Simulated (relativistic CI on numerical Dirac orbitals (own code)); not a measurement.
# Slater and spin-orbit integrals, Ho46+

These numbers are calculated, not measured: Dirac-Coulomb-Breit CI, separate exchange-only KLI orbitals for each configuration, QED by a radiative potential, unscaled Slater integrals (own radial code, finite nucleus).

Slater integrals F^k, G^k are unscaled and averaged over j, outside the closed core [Ne]; ζ comes from projecting the Hamiltonian with its Breit term on Σ l·s of the shell.

- 3s2 3p6 3d3: F^2(3d,3d) = 540680, F^4(3d,3d) = 349500, ζ(3d) = 149190 cm⁻¹; <r>(3d) = 0.1893, <r^2>(3d) = 0.04149 (bohr units).
- 3s2 3p5 3d4: ζ(3p) = 1.1043e+06, F^2(3d,3d) = 539830, F^4(3d,3d) = 348930, F^2(3p,3d) = 465370, G^1(3p,3d) = 492520, G^3(3p,3d) = 329870, ζ(3d) = 147860 cm⁻¹; <r>(3p) = 0.2127, <r^2>(3p) = 0.05235, <r>(3d) = 0.1896, <r^2>(3d) = 0.04161 (bohr units).
- 3s 3p6 3d4: F^2(3d,3d) = 539510, F^4(3d,3d) = 348720, G^2(3s,3d) = 375350, ζ(3d) = 148550 cm⁻¹; <r>(3s) = 0.2168, <r^2>(3s) = 0.05369, <r>(3d) = 0.1897, <r^2>(3d) = 0.04166 (bohr units).

(1) Give the Racah parameters of the d shell in 3s2 3p6 3d3.

Averages of the first 10 configurations, taken without configuration mixing, which lowers the lowest level and can move excited configurations by several eV; other configurations of the list can lie among them:

```tsv
Configuration	Parity	States	Average energy above the lowest level (eV)
3s2 3p6 3d3	even	120	88.5
3s2 3p5 3d4	odd	1260	448.9
3s 3p6 3d4	even	420	779.2
3s2 3p6 3d2 4s	even	90	1621.6
3s2 3p6 3d2 4p	odd	270	1746.4
3s2 3p6 3d2 4d	even	450	1889.7
3s2 3p5 3d3 4s	odd	1440	1972.6
3s2 3p6 3d2 4f	odd	630	2001.8
3s2 3p5 3d3 4p	even	4320	2097.7
3s 3p6 3d3 4s	even	480	2304.8
```

Results:

(1) B = F²/49 − 5F⁴/441 = 7072 cm⁻¹ and C = 35F⁴/441 = 27738 cm⁻¹.
